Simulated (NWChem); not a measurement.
CH2F3Ga; SMILES [GaH2][C](F)(F)F

```xyz
7

Ga    -0.0069    -1.1968    -0.0077
C     -0.0063     0.8265    -0.0067
F      0.3829     1.2869     1.2004
F     -1.2052     1.3741    -0.2595
F      0.8491     1.3361    -0.9111
H     -1.3827    -1.9381    -0.0021
H      1.3927    -1.8926     0.0111
```
Atoms are numbered in this order, from 1.

Program: NWChem. Coordinates come from a PBE0/def2-SVP optimisation. Ions are spin-unrestricted doublets at the neutral geometry; other ion states weren't tried.

Task: Order these by “ΔSCF minus −ε(HOMO) (eV)”, lowest first: PBE0/def2-SVP; PBE/def2-SVP; M06-2X/def2-SVP; B3LYP/def2-SVP.

Result: M06-2X/def2-SVP (1.36), PBE0/def2-SVP (2.40), B3LYP/def2-SVP (2.64), PBE/def2-SVP (3.46)
